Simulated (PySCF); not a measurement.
Ga(Et)2(Vi), C6H13Ga, SMILES C=[CH][Ga]([CH2]C)[CH2]C (GFN2-xTB optimised geometry):

```
20

Ga    -0.400     0.063     0.000
C     -1.377    -1.764     0.071
C     -2.899    -1.595     0.051
H     -1.077    -2.304     0.979
H     -1.061    -2.391    -0.773
H     -3.218    -1.102    -0.869
H     -3.229    -0.982     0.891
H     -3.408    -2.559     0.114
C     -1.390     1.881     0.000
C     -1.333     2.543     1.383
H     -2.439     1.744    -0.293
H     -0.945     2.559    -0.740
H     -0.299     2.685     1.702
H     -1.829     1.920     2.130
H     -1.824     3.518     1.374
C      1.643     0.063     0.000
C      2.325     1.200    -0.088
H      2.205    -0.869     0.071
H      3.408     1.250    -0.093
H      1.817     2.155    -0.163
```

Calculation: PySCF with PBE0/def2-SVP.

Task: What are the frontier orbital energies and the dipole moment?

Result: HOMO-2 -7.75 eV, HOMO-1 -7.14 eV, HOMO -6.89 eV, LUMO -1.13 eV, LUMO+1 0.80 eV; dipole moment 0.18 D.

On the same geometry PBE/def2-SVP (PySCF) gives HOMO-2 -6.62 eV, HOMO-1 -5.89 eV, HOMO -5.68 eV, LUMO -1.94 eV, LUMO+1 -0.06 eV; dipole moment 0.18 D.

Meta-Löwdin charges at PBE0/def2-SVP: Ga1 0.54, C2 -0.37, C3 -0.28, H4 0.10, H5 0.10, H6 0.09, H7 0.09, H8 0.09, C9 -0.37, C10 -0.28, H11 0.10, H12 0.10, H13 0.09, H14 0.09, H15 0.10, C16 -0.29, C17 -0.19, H18 0.10, H19 0.10, H20 0.09.
